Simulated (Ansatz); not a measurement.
Born–Oppenheimer molecular dynamics of ClF$_{5}$Mo (7 atoms, charge 0, multiplicity 1). It starts from a relaxed structure.

The calculation used RKS B3LYP/def2-SVP (Ansatz).

```yaml
ensemble: NVT, Langevin thermostat
time_step: 1 fs
steps_asked: 150
set_temperature: 1000 K
friction: 0.005 /fs
seed: 444372
```

Frames 1 fs apart, positions in Å, forces in eV/Å.

Velocities at 110 fs (Å/ps):

```
Mo -4.29 0.36 -4.25
Cl 1.52 4.30 -0.95
F -3.10 -0.47 2.13
F -1.37 3.21 -6.13
F -5.75 0.53 5.37
F -1.51 7.33 -0.59
F 10.09 7.45 -0.44
```

```xyz
7
Properties=species:S:1:pos:R:3:forces:R:3 time_fs=110 energy_less_start_eV=0.586 T=616
Mo -0.051 0.182 -0.051 -0.59 -2.51 1.88
Cl -0.251 0.371 2.179 0.70 -0.03 0.68
F 1.814 0.212 -0.212 -1.16 -0.54 0.40
F 0.029 1.996 -0.109 -0.27 0.76 0.13
F -1.907 -0.189 0.167 1.08 0.87 -0.94
F -0.051 -1.706 -0.229 0.86 1.48 0.18
F -0.296 0.377 -1.790 -0.62 -0.02 -2.33
7
Properties=species:S:1:pos:R:3:forces:R:3 time_fs=111 energy_less_start_eV=0.588 T=574
Mo -0.055 0.182 -0.055 -0.59 -2.29 2.14
Cl -0.249 0.375 2.179 0.70 -0.02 0.64
F 1.810 0.211 -0.209 -1.15 -0.54 0.40
F 0.028 1.999 -0.115 -0.28 0.68 0.16
F -1.912 -0.189 0.172 1.13 0.87 -0.98
F -0.052 -1.699 -0.229 0.85 1.32 0.15
F -0.287 0.385 -1.790 -0.66 -0.03 -2.51
7
Properties=species:S:1:pos:R:3:forces:R:3 time_fs=112 energy_less_start_eV=0.583 T=566
Mo -0.059 0.181 -0.059 -0.63 -1.98 2.33
Cl -0.247 0.378 2.178 0.71 -0.02 0.60
F 1.804 0.210 -0.206 -1.09 -0.54 0.39
F 0.026 2.003 -0.120 -0.30 0.58 0.20
F -1.917 -0.187 0.177 1.17 0.87 -1.02
F -0.053 -1.690 -0.230 0.83 1.13 0.11
F -0.278 0.393 -1.792 -0.69 -0.05 -2.61
7
Properties=species:S:1:pos:R:3:forces:R:3 time_fs=113 energy_less_start_eV=0.572 T=527
Mo -0.062 0.180 -0.062 -0.70 -1.62 2.45
Cl -0.245 0.382 2.178 0.72 -0.01 0.55
F 1.798 0.209 -0.203 -1.00 -0.54 0.39
F 0.025 2.006 -0.125 -0.31 0.46 0.23
F -1.921 -0.185 0.182 1.19 0.86 -1.05
F -0.052 -1.682 -0.231 0.80 0.92 0.08
F -0.270 0.400 -1.796 -0.70 -0.07 -2.64
7
Properties=species:S:1:pos:R:3:forces:R:3 time_fs=114 energy_less_start_eV=0.557 T=580
Mo -0.066 0.179 -0.066 -0.78 -1.23 2.52
Cl -0.242 0.385 2.179 0.72 -0.01 0.49
F 1.791 0.207 -0.200 -0.90 -0.53 0.38
F 0.024 2.010 -0.129 -0.32 0.35 0.25
F -1.925 -0.183 0.186 1.22 0.84 -1.08
F -0.051 -1.673 -0.232 0.77 0.68 0.04
F -0.262 0.408 -1.800 -0.70 -0.09 -2.60
7
Properties=species:S:1:pos:R:3:forces:R:3 time_fs=115 energy_less_start_eV=0.538 T=577
Mo -0.070 0.177 -0.069 -0.86 -0.82 2.52
Cl -0.238 0.389 2.179 0.72 -0.02 0.44
F 1.784 0.204 -0.196 -0.81 -0.52 0.37
F 0.022 2.014 -0.131 -0.33 0.22 0.26
F -1.929 -0.181 0.189 1.23 0.83 -1.10
F -0.049 -1.664 -0.233 0.74 0.43 0.01
F -0.255 0.415 -1.806 -0.69 -0.12 -2.50
7
Properties=species:S:1:pos:R:3:forces:R:3 time_fs=116 energy_less_start_eV=0.516 T=663
Mo -0.074 0.176 -0.072 -0.93 -0.37 2.46
Cl -0.234 0.394 2.179 0.71 -0.03 0.38
F 1.778 0.200 -0.192 -0.73 -0.50 0.36
F 0.020 2.018 -0.133 -0.34 0.07 0.27
F -1.933 -0.177 0.190 1.25 0.80 -1.10
F -0.046 -1.656 -0.233 0.70 0.17 -0.02
F -0.248 0.421 -1.814 -0.67 -0.15 -2.34
7
Properties=species:S:1:pos:R:3:forces:R:3 time_fs=117 energy_less_start_eV=0.493 T=708
Mo -0.078 0.175 -0.075 -0.99 0.09 2.31
Cl -0.230 0.398 2.180 0.70 -0.04 0.33
F 1.770 0.196 -0.188 -0.64 -0.48 0.35
F 0.017 2.023 -0.136 -0.35 -0.06 0.27
F -1.938 -0.173 0.190 1.26 0.78 -1.11
F -0.043 -1.647 -0.234 0.66 -0.08 -0.05
F -0.241 0.428 -1.823 -0.64 -0.20 -2.10
7
Properties=species:S:1:pos:R:3:forces:R:3 time_fs=118 energy_less_start_eV=0.467 T=765
Mo -0.083 0.174 -0.077 -1.05 0.56 2.08
Cl -0.226 0.403 2.181 0.69 -0.05 0.26
F 1.762 0.191 -0.185 -0.54 -0.45 0.34
F 0.014 2.027 -0.138 -0.35 -0.20 0.28
F -1.941 -0.168 0.190 1.26 0.74 -1.10
F -0.039 -1.639 -0.233 0.61 -0.34 -0.08
F -0.235 0.435 -1.833 -0.61 -0.25 -1.78
7
Properties=species:S:1:pos:R:3:forces:R:3 time_fs=119 energy_less_start_eV=0.441 T=824
Mo -0.088 0.174 -0.079 -1.11 1.02 1.81
Cl -0.222 0.408 2.182 0.67 -0.07 0.20
F 1.754 0.185 -0.181 -0.44 -0.42 0.33
F 0.011 2.032 -0.140 -0.36 -0.35 0.28
F -1.945 -0.162 0.188 1.25 0.70 -1.09
F -0.034 -1.632 -0.232 0.56 -0.57 -0.11
F -0.229 0.442 -1.845 -0.57 -0.32 -1.42
7
Properties=species:S:1:pos:R:3:forces:R:3 time_fs=120 energy_less_start_eV=0.419 T=878
Mo -0.093 0.174 -0.081 -1.16 1.45 1.50
Cl -0.218 0.413 2.182 0.65 -0.08 0.14
F 1.745 0.179 -0.177 -0.33 -0.38 0.32
F 0.008 2.038 -0.142 -0.36 -0.50 0.28
F -1.948 -0.155 0.186 1.23 0.66 -1.08
F -0.030 -1.625 -0.231 0.50 -0.78 -0.13
F -0.224 0.448 -1.858 -0.53 -0.38 -1.03
7
Properties=species:S:1:pos:R:3:forces:R:3 time_fs=121 energy_less_start_eV=0.402 T=857
Mo -0.098 0.174 -0.083 -1.21 1.84 1.17
Cl -0.214 0.418 2.183 0.63 -0.10 0.09
F 1.736 0.172 -0.172 -0.21 -0.33 0.31
F 0.005 2.044 -0.144 -0.35 -0.63 0.27
F -1.950 -0.149 0.184 1.20 0.62 -1.06
F -0.024 -1.619 -0.229 0.44 -0.95 -0.15
F -0.219 0.455 -1.872 -0.50 -0.45 -0.63
```

Of the whole run (150 fs, mean temperature of the second half 683 K): The mean temperature of the second half is 32 % below the set value. A run of 0.15 ps of so small a system gives no equilibrium averages.

Run time: 12 min on 2 threads of Intel(R) Xeon(R) Platinum 8259CL CPU @ 2.50GHz (Skylake/Cascade Lake), on a shared host, peak memory 0.34 GiB.
